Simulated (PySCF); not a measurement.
## Ne²⁺ (neon, charge +2) across methods

[He] 2s2 2p4, high-spin 3P determinant. All numbers are calculated (PySCF 2.14, the non-relativistic Hamiltonian (point nucleus), in dyall-acv3z (15s9p4d2f, 76 functions)).

```json
{"method": "r2SCAN0", "E (hartree)": "-126.6329", "mean ε 2s β (eV)": "-78.403", "mean ε 2p α (eV)": "-61.267", "mean ε 2p β (eV)": "-56.359", "Σ⟨r²⟩ (bohr²)": "4.972", "⟨S²⟩": "2.003"}
{"method": "B97-3", "E (hartree)": "-126.6432", "mean ε 2s β (eV)": "-78.544", "mean ε 2p α (eV)": "-60.512", "mean ε 2p β (eV)": "-55.967", "Σ⟨r²⟩ (bohr²)": "4.986", "⟨S²⟩": "2.002"}
{"method": "UHF", "E (hartree)": "-126.38100", "mean ε 2s β (eV)": "-86.423", "mean ε 2p α (eV)": "-70.118", "mean ε 2p β (eV)": "-64.124", "Σ⟨r²⟩ (bohr²)": "4.957", "⟨S²⟩": "2.004"}
{"method": "PBE", "E (hartree)": "-126.5579", "mean ε 2s β (eV)": "-74.690", "mean ε 2p α (eV)": "-56.808", "mean ε 2p β (eV)": "-52.557", "Σ⟨r²⟩ (bohr²)": "5.026", "⟨S²⟩": "2.001"}
{"method": "LDA", "E (hartree)": "-125.8945", "mean ε 2s β (eV)": "-74.665", "mean ε 2p α (eV)": "-56.901", "mean ε 2p β (eV)": "-52.163", "Σ⟨r²⟩ (bohr²)": "5.048", "⟨S²⟩": "2.001"}
{"method": "PBE0", "E (hartree)": "-126.5760", "mean ε 2s β (eV)": "-78.018", "mean ε 2p α (eV)": "-60.353", "mean ε 2p β (eV)": "-55.756", "Σ⟨r²⟩ (bohr²)": "4.999", "⟨S²⟩": "2.002"}
{"method": "MN15", "E (hartree)": "-126.6471", "mean ε 2s β (eV)": "-78.753", "mean ε 2p α (eV)": "-61.026", "mean ε 2p β (eV)": "-56.800", "Σ⟨r²⟩ (bohr²)": "5.008", "⟨S²⟩": "2.000"}
{"method": "wB97X", "E (hartree)": "-126.6624", "mean ε 2s β (eV)": "-80.460", "mean ε 2p α (eV)": "-62.521", "mean ε 2p β (eV)": "-58.108", "Σ⟨r²⟩ (bohr²)": "4.976", "⟨S²⟩": "2.002"}
{"method": "r2SCAN", "E (hartree)": "-126.6328", "mean ε 2s β (eV)": "-75.344", "mean ε 2p α (eV)": "-58.078", "mean ε 2p β (eV)": "-53.406", "Σ⟨r²⟩ (bohr²)": "4.984", "⟨S²⟩": "2.002"}
```
